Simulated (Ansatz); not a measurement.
`C[O][AlH][GeH3]` + `C/C=N/CF` → `C/C=[N]\[GeH3]` + `C[O][AlH][CH2]F`  (formal exchange of groups at a Ge–Al bond)

Program: Ansatz. Geometries: PBE0-D4/def2-TZVP. ΔE: electronic, gas phase. CCSD(T)/CBS adds triple-zeta CCSD(T) − MP2 to the extrapolated MP2 energy (def2 sets, frozen cores). Double bonds are as drawn, so ΔE can hold a change between cis and trans. For Ge outer-core shells are correlated without core-valence functions, which leaves a few kJ/mol of doubt a bond. Scalar relativity is left out up to krypton. Each species was taken in one conformer, which may not be the lowest.

```
          species  MP2/CBS(def2) energy (Eh)
`C[O][AlH][GeH3]`                -2435.52535
       `C/C=N/CF`                 -272.16035
 `C/C=[N]\[GeH3]`                -2211.03348
`C[O][AlH][CH2]F`                 -496.64396
```

Work out ΔE.

ΔE = (-2211.03348) + (-496.64396) − (-2435.52535) − (-272.16035) = 0.00826 Eh = +5.2 kcal/mol. CCSD(T)/CBS gives +6.7 kcal/mol.

Largest T1 diagnostic among the species: 0.013.

The D4 term adds −1.0 kcal/mol with B3LYP and −0.5 kcal/mol with PBE0; it sums over pairs of atoms, weighted by their polarisabilities, and B3LYP, whose exchange is more repulsive, gets the larger term.

B3LYP here is the variant with VWN-RPA as its local correlation; programs differ in this.
